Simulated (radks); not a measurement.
Task: The mean radii <r> (bohr) of the occupied orbitals of an atom or ion are listed with their occupations. Method: Dirac Kohn-Sham, LDA (Slater exchange, Perdew-Wang correlation), spin-unpolarised, spherical densities, point nucleus; computed with a radial shooting solver on a logarithmic mesh with Libxc functionals.

| orbital | occ. | <r> |
|---|---|---|
| 1s1/2 | 2 | 0.02845 |
| 2s1/2 | 2 | 0.1223 |
| 2p1/2 | 2 | 0.1033 |
| 2p3/2 | 4 | 0.1088 |
| 3s1/2 | 2 | 0.3303 |
| 3p1/2 | 2 | 0.3206 |
| 3p3/2 | 4 | 0.3319 |
| 3d3/2 | 4 | 0.3026 |
| 3d5/2 | 6 | 0.3062 |
| 4s1/2 | 2 | 0.7684 |
| 4p1/2 | 2 | 0.7982 |
| 4p3/2 | 4 | 0.8224 |
| 4d3/2 | 4 | 0.9029 |
| 4d5/2 | 2 | 0.9108 |

Name the element and its charge. Open shells, if any, fill j = l - 1/2 first.

Result: Z = 51, antimony, charge +9: Sb9+ in [Kr] 4d6. The 1s radius gives Z: for a bare nucleus <r> = (2 gamma + 1)/(2Z) with gamma = sqrt(1 - (Z/c)^2), 0.028 bohr for Z = 51, and screening makes it slightly larger (0.02845 here). The occupations add up to 42, and the charge is Z minus that.
